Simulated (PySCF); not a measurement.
C5H9O3, SMILES COC[CH]OC(C)=O, doublet (GFN2-xTB optimised geometry):

```
17

C     -1.742    -0.576     0.000
O     -0.336    -0.576     0.000
C      0.208     0.059     1.130
C      1.681    -0.005     1.027
O      2.559     0.492     1.914
C      2.221     1.137     3.050
C      3.462     1.572     3.783
O      1.082     1.338     3.410
H     -2.050    -1.087    -0.910
H     -2.141     0.446     0.000
H     -2.141    -1.109     0.872
H     -0.147    -0.429     2.059
H     -0.140     1.109     1.192
H      2.141    -0.490     0.187
H      3.202     1.845     4.801
H      4.198     0.773     3.780
H      3.892     2.437     3.281
```

Method: unrestricted PBE0/def2-SVP (PySCF 2.14.0).

**Question.** What are the frontier orbital energies (α orbitals alone; a β orbital can be the lowest empty one) and the dipole moment?

**Answer.** HOMO-2 -8.03 eV, HOMO-1 -7.39 eV, HOMO -5.18 eV, LUMO 0.20 eV, LUMO+1 1.99 eV; dipole moment 0.91 D.

On the same geometry unrestricted PBE/def2-SVP in PySCF 2.14.0 gives HOMO-2 -6.25 eV, HOMO-1 -5.71 eV, HOMO -3.86 eV, LUMO -0.78 eV, LUMO+1 1.05 eV; dipole moment 0.79 D.

Meta-Löwdin charges at PBE0/def2-SVP: C1 -0.08, O2 -0.40, C3 0.02, C4 0.03, O5 -0.28, C6 0.49, C7 -0.34, O8 -0.44, H9 0.11, H10 0.09, H11 0.09, H12 0.10, H13 0.10, H14 0.13, H15 0.13, H16 0.13, H17 0.13.
